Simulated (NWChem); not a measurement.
# N-methylmethanimine (C2H5N); SMILES C=NC

Computed with NWChem. The geometry was optimised at PBE0/def2-SVP. B3LYP is NWChem's, with the RPA form of VWN correlation. Field at 589 nm.

Q: Predict the results for B3LYP/aug-cc-pVDZ. Quantities: isotropic polarisability (bohr³); anisotropy (bohr³).

A: 
```
Property                          Result
--------------------------------  ------
isotropic polarisability (bohr³)    38.5
anisotropy (bohr³)                  18.6
```
